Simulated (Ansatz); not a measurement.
Mg₃O₄⁻, relaxed as a doublet with UKS PBE0-D4/def2-SVPD in Ansatz, starting from the GFN1-xTB geometry. Force threshold 0.02 eV/Å.

The structure holds one bond between oxygen atoms, so isomers without such links may lie far lower. Another isomer (doublet) lies 0.49 eV lower at PBE0-D4/def2-TZVPD; other spin states weren't run for this one.

Start:

```xyz
7

Mg    0.383   -0.983    0.448
Mg   -1.369   -0.383   -1.532
Mg    1.338    1.407    1.532
O    -1.029    1.390   -1.259
O    -0.746   -1.867   -0.766
O     1.541   -0.563    1.752
O    -0.119    0.999   -0.175
```

```csv
step,energy (eV),largest force component (eV/Å),SCF passes
1,-24495.7748,1.920,23
2,-24496.0729,1.015,29
3,-24496.2627,0.685,28
4,-24496.2716,0.910,27
5,-24496.3239,0.300,24
6,-24496.3276,0.055,23
7,-24496.3278,0.013,24
```

Force components are those of the run's own axes.

End:

```xyz
7

Mg    0.401   -1.233    0.493
Mg   -1.205   -0.264   -1.365
Mg    1.167    1.383    1.296
O    -0.984    1.601   -1.176
O    -0.764   -1.956   -0.807
O     1.498   -0.422    1.727
O    -0.113    0.892   -0.167
```

By distances, no bond broke or formed. The bond that changes most is Mg2–O7, from 2.31 to 1.99 Å (atoms count from 1).

No frequencies were taken in this run, so the end may be a saddle point.

Hardware: 4 threads of AMD EPYC on a shared host. Wall time 1.7 min, peak host memory 0.57 GiB.
